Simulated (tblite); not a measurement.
Input of a run (GFN2-xTB geometry optimisation, gas phase (tblite 0.8.0)), started from a force field or distance geometry:
```
{"job": {"kind": "relax", "xc": "GFN2-xTB", "basis": "xTB"}, "charge": 0, "multiplicity": 1}
C      2.622600    -1.550500     0.321700
Si     1.944600     0.150800    -0.087900
Si    -0.087400     0.093100    -0.920000
O     -0.760700     1.655200    -1.082800
Si     0.175600     2.909800    -0.449300
N     -1.171000    -1.070400    -0.104500
Si    -2.768900    -1.107900    -0.860800
Si    -1.205900    -0.845500     1.668600
H      3.471100    -1.399800     1.039500
H      3.051800    -1.993400    -0.586400
H      1.843400    -2.217400     0.799300
H      2.835500     0.699500    -1.106800
H      2.072300     1.041800     1.112200
H      0.053500    -0.423800    -2.315500
H      1.543800     2.595300    -0.118700
H      0.218300     4.085700    -1.330700
H     -0.487700     3.378600     0.790900
H     -3.834900    -1.421700     0.106800
H     -2.747800    -2.192700    -1.864800
H     -3.103900     0.136300    -1.565800
H     -2.537300    -0.386500     2.144700
H     -0.142200     0.055400     2.126900
H     -0.989400    -2.165100     2.293400
```

Output (eV, eV/Å):
```
step      E/eV     max force
  0    -695.36443    2.448
  1    -695.63957    1.550
  2    -695.81920    1.014
  3    -695.92214    1.023
  4    -696.06654    0.992
  5    -696.14778    0.499
  6    -696.19779    0.592
  7    -696.25091    0.665
  8    -696.30194    0.625
  9    -696.34711    0.467
 10    -696.39176    0.469
 11    -696.43982    0.602
 12    -696.48868    0.670
 13    -696.52605    0.456
 14    -696.54291    0.238
 15    -696.55095    0.222
 16    -696.55998    0.334
 17    -696.57017    0.424
 18    -696.58168    0.335
 19    -696.59221    0.236
 20    -696.60138    0.215
 21    -696.61005    0.288
 22    -696.61735    0.263
 23    -696.62263    0.161
 24    -696.62717    0.143
 25    -696.63205    0.205
 26    -696.63699    0.268
 27    -696.64082    0.203
 28    -696.64317    0.132
 29    -696.64498    0.120
 30    -696.64709    0.139
 31    -696.64914    0.148
 32    -696.65072    0.090
 33    -696.65210    0.131
 34    -696.65386    0.160
 35    -696.65617    0.162
 36    -696.65857    0.146
 37    -696.66044    0.090
 38    -696.66177    0.090
 39    -696.66317    0.116
 40    -696.66525    0.157
 41    -696.66811    0.143
 42    -696.67139    0.135
 43    -696.67435    0.110
 44    -696.67662    0.093
 45    -696.67830    0.092
 46    -696.68008    0.093
 47    -696.68267    0.115
 48    -696.68638    0.152
 49    -696.69075    0.161
 50    -696.69175    0.173
 51    -696.69492    0.111
 52    -696.69630    0.095
 53    -696.70093    0.082
 54    -696.70241    0.100
 55    -696.70442    0.097
 56    -696.70540    0.067
 57    -696.70661    0.059
 58    -696.70757    0.063
 59    -696.70851    0.064
 60    -696.70929    0.071
 61    -696.70997    0.075
 62    -696.71049    0.074
 63    -696.71113    0.054
 64    -696.71192    0.049
 65    -696.71267    0.047
 66    -696.71343    0.068
 67    -696.71413    0.061
 68    -696.71496    0.069
 69    -696.71599    0.062
 70    -696.71715    0.064
 71    -696.71794    0.131
 72    -696.71827    0.115
 73    -696.71951    0.059
 74    -696.72021    0.059
 75    -696.72118    0.065
 76    -696.72209    0.095
 77    -696.72326    0.103
 78    -696.72431    0.096
 79    -696.72499    0.114
 80    -696.72581    0.048
 81    -696.72655    0.062
 82    -696.72780    0.079
 83    -696.72925    0.092
 84    -696.73089    0.105
 85    -696.73294    0.104
 86    -696.73428    0.142
 87    -696.73424    0.220
 88    -696.73634    0.050
 89    -696.73690    0.041
 90    -696.73801    0.056
 91    -696.73845    0.055
 92    -696.73955    0.055
 93    -696.74043    0.063
 94    -696.74131    0.062
 95    -696.74213    0.064
 96    -696.74308    0.077
 97    -696.74400    0.075
 98    -696.74483    0.071
 99    -696.74553    0.056
100    -696.74611    0.067
101    -696.74671    0.062
102    -696.74739    0.088
103    -696.74809    0.061
104    -696.74876    0.053
105    -696.74940    0.055
106    -696.74999    0.047
107    -696.75054    0.064
108    -696.75130    0.069
109    -696.75230    0.062
110    -696.75341    0.070
111    -696.75430    0.055
112    -696.75488    0.055
113    -696.75529    0.045
114    -696.75565    0.039
115    -696.75596    0.043
116    -696.75628    0.034
117    -696.75667    0.035
118    -696.75709    0.039
119    -696.75740    0.035
120    -696.75757    0.025
121    -696.75767    0.024
122    -696.75780    0.021
123    -696.75798    0.032
124    -696.75818    0.034
125    -696.75830    0.022
126    -696.75836    0.016
127    -696.75842    0.015
128    -696.75850    0.022
129    -696.75865    0.031
130    -696.75884    0.031
131    -696.75901    0.022
132    -696.75911    0.018
133    -696.75920    0.021
134    -696.75934    0.027
135    -696.75957    0.032
136    -696.75984    0.030
137    -696.76005    0.020
138    -696.76017    0.020
139    -696.76026    0.025
140    -696.76039    0.029
141    -696.76059    0.029
142    -696.76080    0.030
143    -696.76098    0.026
144    -696.76110    0.021
145    -696.76120    0.019
146    -696.76130    0.020
147    -696.76141    0.019
148    -696.76153    0.024
149    -696.76171    0.027
150    -696.76193    0.028
151    -696.76214    0.027
152    -696.76229    0.019
153    -696.76240    0.021
154    -696.76252    0.022
155    -696.76271    0.029
156    -696.76293    0.033
157    -696.76311    0.031
158    -696.76323    0.022
159    -696.76331    0.015
160    -696.76337    0.020
161    -696.76345    0.020
162    -696.76353    0.025
163    -696.76360    0.018
164    -696.76364    0.011
165    -696.76367    0.012
166    -696.76369    0.012
167    -696.76373    0.018
168    -696.76378    0.019
169    -696.76383    0.017
170    -696.76388    0.013
171    -696.76391    0.013
172    -696.76394    0.018
173    -696.76399    0.023
174    -696.76406    0.025
175    -696.76413    0.020
176    -696.76418    0.011
177    -696.76422    0.014
178    -696.76426    0.017
179    -696.76430    0.017
180    -696.76435    0.017
181    -696.76441    0.014
182    -696.76445    0.010
183    -696.76447    0.013
184    -696.76449    0.014
185    -696.76453    0.016
186    -696.76458    0.020
187    -696.76465    0.019
188    -696.76471    0.016
189    -696.76476    0.013
190    -696.76480    0.017
191    -696.76485    0.019
192    -696.76492    0.017
193    -696.76501    0.022
194    -696.76510    0.025
195    -696.76521    0.026
196    -696.76532    0.021
197    -696.76543    0.021
198    -696.76554    0.026
199    -696.76565    0.029
200    -696.76575    0.021
201    -696.76582    0.017
202    -696.76587    0.015
203    -696.76591    0.015
204    -696.76597    0.013
205    -696.76601    0.013
206    -696.76605    0.015
207    -696.76608    0.013
208    -696.76610    0.010
209    -696.76612    0.010
210    -696.76613    0.011
211    -696.76615    0.010
212    -696.76616    0.006
```

Task: Summarise the run.

Result: The energy falls by 135.2 kJ/mol over 212 L-BFGS steps, the largest force on an atom goes from 2.45 to 0.006 eV/Å, and the atoms move by 0.968 Å rms after alignment. The bond that changes most is Si2–Si3 (SiH2 silicon to oxygen-bound silicon), which lengthens by 0.097 Å. Bonds longer at the end by more than 0.005 Å: 4 of 22; shorter: 16. Among the angles that change most is Si3–O4–Si5, from 115.1° to 149.8°. Among the dihedrals that turn most is Si3–O4–Si5–H17, from -107° to 54°. The energy rose by more than 1e-5 eV at step 87. The first step brought 20 % of the lowering.

Task: What are the final bond lengths?

Result: C1–Si2 1.903 Å, Si2–Si3 2.294 Å, Si3–O4 1.629 Å, O4–Si5 1.618 Å, Si3–N6 1.752 Å, N6–Si7 1.739 Å, N6–Si8 1.739 Å, C1–H9 1.086 Å, C1–H10 1.087 Å, C1–H11 1.087 Å, Si2–H12 1.477 Å, Si2–H13 1.477 Å, Si3–H14 1.467 Å, Si5–H15 1.461 Å, Si5–H16 1.464 Å, Si5–H17 1.463 Å, Si7–H18 1.462 Å, Si7–H19 1.463 Å, Si7–H20 1.468 Å, Si8–H21 1.467 Å, Si8–H22 1.463 Å, Si8–H23 1.466 Å. Numbering counts from 1 in the input's order; the species is `C[SiH2][Si@H](O[SiH3])N([SiH3])[SiH3]`.

Time: 3.0 s of wall time. Hardware: one thread, Arm Neoverse V1 (aarch64), shared host with 32 logical CPUs at a one-minute load of 29.

Its lowest GFN2-xTB frequency is 15i cm⁻¹, too small to tell a flat minimum from a shallow saddle. The numbers are those of one conformer.

All values are computed, not measured.
